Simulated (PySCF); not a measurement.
Input for PySCF: R-B3LYP/6-31G* on CH4BFO (SMILES COBF).

```python
from pyscf import gto, scf, dft, mp
from pyscf.data.elements import chemcore

mol = gto.M(
    atom='''
    C    -1.06172045    0.12294319    0.17450762
    O     0.17403782   -0.53215449    0.47223421
    B     1.32767392   -0.25656047   -0.15193272
    F     1.39272181    0.67159627   -1.11509191
    H    -0.94521153    0.86517932   -0.61444407
    H    -1.78278425   -0.63257897   -0.13579011
    H    -1.41981777    0.60599191    1.08305403
    H     2.31510046   -0.84441675    0.15142529
    ''',
    basis='6-31g*',
    cart=True,
    charge=0, spin=0, verbose=3, max_memory=1800)
mf = dft.RKS(mol, xc='b3lyp')
mf.conv_tol = 1e-8
mf.max_cycle = 100
mf.kernel()
if not mf.converged:
    mf = mf.newton().run(mf.mo_coeff, mf.mo_occ)
```

Question: Give the final energy of this run.

Answer: -240.5261 hartree.
